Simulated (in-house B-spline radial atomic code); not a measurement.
The gallium ion Ga⁸⁺: [Ne] 3s1 (3p1/2)2 (3p3/2)3 3d7 (with a hole in an inner shell)

All numbers are computed (Dirac-Hartree-Fock, average of the jj configuration; Fermi nucleus of rms radius 3.9973 fm) with an all-electron radial atomic-structure program (B-spline basis), not measured.

Z_r = [3n² - l(l+1)]/(2<r>); Z_e = n√(-2ε); the last column is Slater's effective charge. Values are occupation-weighted means over j.

```tsv
shell	electrons	ε (eV)	<r> (bohr)	Z_r	Z_e	Slater
1s	2	-10648	0.04857	30.88	27.98	30.70
2s	2	-1536.4	0.2167	27.69	21.25	26.85
2p	6	-1359.9	0.1903	26.28	20.00	26.85
3s	1	-353.93	0.6183	21.84	15.30	20.45
3p	5	-294.56	0.6297	19.85	13.96	20.45
3d	7	-206.72	0.6295	16.68	11.69	12.90
```

The least bound orbital is 3d5/2 at -205.9 eV, while the most diffuse is 3p3/2 (<r> = 0.6326 bohr against 0.6307 bohr): energy order and size order differ.

For the 1s electron the small component carries 1.26 % of the norm, the zero-frequency Breit interaction raises the level by 14.59 eV, self-energy by 7.525 eV, and vacuum polarisation lowers it by 0.7116 eV.
